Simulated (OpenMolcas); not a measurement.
Ag2+ with 4 ligands (fluoride) in tetrahedral coordination (Td). A charge of +0.5 e stands 2.8 Å behind each ligand. Ligand basis ANO-RCC-VDZP.

```yaml
Program: OpenMolcas
Method: CASSCF
Basis: ANO-RCC-VDZP [6s5p3d1f]
Scalar_Hamiltonian: DKH2, point nucleus
Active_space: 9 electrons in 5 orbitals (4d)
State_averaging: 2S+1 = 2 even, 5 roots
Spin-orbit_coupling: state interaction with AMFI integrals over the reference wave functions
```

All ligands move together. At R = 2.1 Å |10Dq| is 5036 cm-1, and at R = 2.23 Å it is 3708 cm-1.

Question: A third run gives 6590 cm-1. What distance was it run at?

Answer: With a power law R^-n the two known points give n = -ln(3708 / 5036) / ln(2.23 / 2.1) = 5.10. Then R = 2.1 × (5036 / 6590)^(1/5.10) = 1.992 Å. The run was at 1.99 Å, so the estimate is off by +0.002 Å.

An orbital triplet at a regular site is open to Jahn-Teller coupling, which can distort the site and quench the lowest spin-orbit gaps and is left out. With metal d orbitals alone the field can be off either way by tens of per cent. Ligand-to-metal charge-transfer states are missing. No measured value stands beside these numbers; the geometry is a model, was not optimised and need not be the one that this ion takes.
